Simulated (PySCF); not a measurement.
A calculated (MN15, PySCF 2.14, x2c-TZVPall, the spin-free X2C one-electron Hamiltonian (Gaussian nucleus)) atom or ion has these occupied shells.

| shell | electrons | orbital energy (eV) | rms radius, mean of both spins (bohr) |
| --- | --- | --- | --- |
| 1s α | 1 | -30300.0 | 0.0325 |
| 1s β | 1 | -30300.0 | 0.0325 |
| 2s α | 1 | -4591.9 | 0.133 |
| 2s β | 1 | -4591.8 | 0.133 |
| 2p α | 3 | -4153.3 | 0.118 |
| 2p β | 3 | -4153.3 | 0.118 |
| 3s α | 1 | -907.46 | 0.358 |
| 3s β | 1 | -907.45 | 0.358 |
| 3p α | 3 | -765.78 | 0.356 |
| 3p β | 3 | -765.77 | 0.356 |
| 3d β | 5 | -537.96 | 0.332 |
| 3d α | 5 | -537.96 | 0.332 |
| 4s α | 1 | -168.53 | 0.845 |
| 4s β | 1 | -168.51 | 0.845 |
| 4p α | 3 | -123.74 | 0.913 |
| 4p β | 3 | -123.67 | 0.913 |
| 4d α | 5 | -55.428 | 1.11 |
| 4d β | 5 | -55.301 | 1.11 |
| 5s α | 1 | -31.907 | 2.22 |
| 5s β | 1 | -30.866 | 2.22 |
| 5p α | 1 | -22.406 | 2.66 |

Task: Name the element and its charge.

Result: Sb(2+) (antimony, charge +2), in [Kr] 4d10 5s2 5p1, 2P determinant.
